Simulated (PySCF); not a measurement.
Can point charges reproduce the dipole moment of `N[SiH2]P([SiH3])[SiH3]`?

Coordinates (GFN2-xTB, Å) and charges (e) from the PBE0/pcSseg-1 density (PySCF):

```csv
atom,x,y,z,Mulliken,IAO,Hirshfeld,ESP-fitted
N1,2.551,0.693,0.195,-0.6309,-0.8384,-0.3163,-1.0064
Si2,1.463,-0.599,-0.123,+0.6192,+0.7355,+0.3111,+0.6784
P3,-0.401,-0.039,0.967,-0.6127,-0.3615,-0.1269,-0.4551
Si4,-1.072,1.754,-0.161,+0.3531,+0.4256,+0.2534,+0.3543
Si5,-1.783,-1.602,0.217,+0.3340,+0.4212,+0.2536,+0.2954
H6,2.499,1.152,1.090,+0.2022,+0.2657,+0.1142,+0.3866
H7,3.510,0.613,-0.102,+0.1955,+0.2638,+0.1209,+0.3932
H8,1.320,-0.651,-1.580,-0.0741,-0.1419,-0.0855,-0.1142
H9,1.842,-1.928,0.377,-0.0855,-0.1507,-0.0909,-0.1436
H10,-0.150,2.841,0.163,-0.0466,-0.0943,-0.0696,-0.0601
H11,-2.422,2.067,0.309,-0.0538,-0.1013,-0.0731,-0.0640
H12,-1.102,1.539,-1.610,-0.0553,-0.1144,-0.0745,-0.0856
H13,-1.809,-1.698,-1.245,-0.0533,-0.1166,-0.0760,-0.0861
H14,-3.118,-1.260,0.705,-0.0468,-0.0962,-0.0701,-0.0395
H15,-1.333,-2.874,0.776,-0.0449,-0.0964,-0.0701,-0.0532
```

Problem. Compute μ = Σ q r for each scheme (1 e·Å = 4.803 D) and compare with the dipole of the full density.

Solution. The full density gives (1.20, 0.07, -0.31) D, 1.24 D in size; dipole vectors point from the negative to the positive end.

```
    scheme    μx     μy     μz  size (D)  share of the full size (%)  angle to the full dipole (°)
  Mulliken  0.02  -0.88  -2.05      2.23                         180                            78
       IAO  0.12  -0.68  -0.05      0.69                          56                            83
 Hirshfeld  0.59   0.14   0.39      0.73                          59                            48
ESP-fitted  1.15   0.07  -0.28      1.19                          96                             1
```

Problem. Which set comes closest?

Solution. Length of the difference vector: ESP-fitted 0.05 D, Hirshfeld 0.93 D, IAO 1.34 D, Mulliken 2.31 D. Closest: ESP-fitted. The schemes that divide the density aren't constrained to reproduce the dipole.

Problem. What is left for the Hirshfeld atoms' own dipoles?

Solution. The shares of the density sum to the whole, so what Σ q r misses lies in dipoles about the nuclei. The atomic dipoles sum to (1.20, 0.07, -0.31) − (0.59, 0.14, 0.39) = (0.61, -0.07, -0.70) D, 0.93 D in size.

Problem. With the origin at the mean of the coordinates, (0.000, 0.001, -0.001) Å, which are the largest single terms, by size, of the Mulliken dipole along the direction of the full one?

Solution. N1 -7.45, Si2 +4.20, H7 +3.24, Si5 -3.00, H6 +2.15 D; all 15 atoms together +0.48 D. The single terms depend on the origin, their sum doesn't.

Problem. Give the size of the full dipole in other units.

Solution. 1.24 D = 0.488 au = 0.258 e·Å = 4.14 × 10⁻³⁰ C·m.

One conformer (not necessarily the lowest) at the GFN2-xTB geometry, without solvent, vibrations or thermal averaging.

The values belong to the conformer `[NH2:1][SiH2:2][P:3]([SiH3:4])[SiH3:5]`: N1–Si2–P3–Si4 67°, H–N1–Si2–P3 34°, H–N1–Si2–P3 172°.
